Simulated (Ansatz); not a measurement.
Cost and result for the atomization energy of C4H10AlGaSe (17 atoms, 19 bonds).

Cartesian coordinates in Å:
```
C -2.320 -1.620 0.711
C -1.248 -1.012 0.212
Ga -0.289 -1.027 -1.511
C -0.357 -0.039 0.914
Al -0.623 1.599 -0.256
Se 1.389 -0.860 0.483
C 2.651 0.601 0.248
H -2.942 -2.271 0.107
H -2.629 -1.476 1.745
H -0.178 0.652 -1.754
H -0.007 -1.843 -2.800
H -0.482 0.033 1.998
H -2.149 1.987 -0.468
H 0.506 2.727 -0.272
H 3.589 0.138 -0.057
H 2.305 1.305 -0.503
H 2.782 1.106 1.204
```

Charge 0, multiplicity 1. Correlated methods include outer-core shells of Ga, Se, which these sets cover unevenly. Scalar relativity is left out up to krypton. The bonds changed during the relaxation, so this is another structure than the one it started from. The structure was optimised at the PBE0-D4/def2-TZVP level. It is one conformer, not always the lowest. Program: Ansatz. All runs use 2 threads of an AMD EPYC 7R13 on a shared host and a share of an NVIDIA H100 80 GB. Times are those of one run each, without the atoms' runs, and a repeat can differ threefold. Electronic energies, without spin–orbit coupling; frozen cores. CCSD(T)/CBS adds CCSD(T) − MP2 in def2-TZVPP to the MP2 limit, and its time is that of the two runs behind it. T1 = 0.012. With those shells the extrapolation isn't a true limit. HSE06 is the plane-wave form, built on full-range PBE exchange.

CCSD(T)/CBS is a level of theory with its own doubt, some kJ/mol a heavy atom from the limit and from the frozen cores, so smaller differences don't rank the functionals.

```json
{"level": "HSE06-D4/def2-TZVPP", "functions": "402", "atomization (kcal/mol)": "1405.9", "difference from CCSD(T)/CBS": "3.9", "per bond": "0.2"}
{"level": "B97M-V/def2-TZVPP", "functions": "402", "atomization (kcal/mol)": "1410.2", "difference from CCSD(T)/CBS": "8.2", "per bond": "0.4"}
{"level": "ωB97X-V/def2-TZVPP", "functions": "402", "atomization (kcal/mol)": "1400.7", "difference from CCSD(T)/CBS": "-1.3", "per bond": "-0.1"}
{"level": "CCSD(T)/def2-SVP", "functions": "188", "atomization (kcal/mol)": "1329.9", "difference from CCSD(T)/CBS": "-72.1", "per bond": "-3.8"}
{"level": "MP2/def2-QZVPP", "functions": "776", "atomization (kcal/mol)": "1406.1", "difference from CCSD(T)/CBS": "4.1", "per bond": "0.2"}
{"level": "B2PLYP/def2-TZVPP", "functions": "402", "atomization (kcal/mol)": "1376.9", "difference from CCSD(T)/CBS": "-25.1", "per bond": "-1.3"}
{"level": "ωB97M-V/def2-TZVPP (with forces)", "functions": "402", "atomization (kcal/mol)": "1396.6", "difference from CCSD(T)/CBS": "-5.4", "per bond": "-0.3"}
{"level": "CCSD(T)/def2-TZVPP", "functions": "402", "atomization (kcal/mol)": "1371.4", "difference from CCSD(T)/CBS": "-30.6", "per bond": "-1.6"}
{"level": "BHLYP-D4/def2-TZVPP", "functions": "402", "atomization (kcal/mol)": "1361.8", "difference from CCSD(T)/CBS": "-40.2", "per bond": "-2.1"}
{"level": "CCSD(T)/CBS(def2)", "functions": "–", "atomization (kcal/mol)": "1402.0", "difference from CCSD(T)/CBS": "0.0", "per bond": "0.0"}
{"level": "revPBE-D4/def2-TZVPP", "functions": "402", "atomization (kcal/mol)": "1393.0", "difference from CCSD(T)/CBS": "-9.0", "per bond": "-0.5"}
{"level": "LDA (SPW92)/def2-TZVPP", "functions": "402", "atomization (kcal/mol)": "1597.5", "difference from CCSD(T)/CBS": "195.5", "per bond": "10.3"}
{"level": "CAM-B3LYP-D4/def2-TZVPP", "functions": "402", "atomization (kcal/mol)": "1395.8", "difference from CCSD(T)/CBS": "-6.2", "per bond": "-0.3"}
```

Task: Order the runs by time, with rough figures. (Best estimate.)

Result: The calculation gave: ωB97X-V/def2-TZVPP 10 s; CCSD(T)/def2-SVP 11 s; MP2/def2-QZVPP 13 s; BHLYP-D4/def2-TZVPP 14 s; B2PLYP/def2-TZVPP 15 s; HSE06-D4/def2-TZVPP 16 s; CAM-B3LYP-D4/def2-TZVPP 16 s; B97M-V/def2-TZVPP 18 s; ωB97M-V/def2-TZVPP (with forces) 18 s; LDA (SPW92)/def2-TZVPP 23 s; revPBE-D4/def2-TZVPP 29 s; CCSD(T)/def2-TZVPP 30 s; CCSD(T)/CBS(def2) 42 s.

From PBE to PBE0 (25 % exact exchange), in def2-TZVPP and without D4, the atomization energy moves by −16.0 kcal/mol: exact exchange takes away binding that semilocal exchange gives to molecules. At CCSD(T), def2-SVP lies −72.1 kcal/mol from the extrapolated value and def2-TZVPP −30.6 kcal/mol: correlation converges slowly with the basis, and small sets miss more of it in the bonded molecule than in its fragments. In def2-TZVPP, CCSD(T) changes the Hartree–Fock value by +354.2 kcal/mol (the triples alone add +23.8 kcal/mol) and MP2 by +371.2 kcal/mol; breaking electron pairs costs correlation energy, which Hartree–Fock lacks.

For some Ge, Se and Sn compounds the MP2-based and the directly extrapolated limit differ by 10 to 25 kJ/mol.
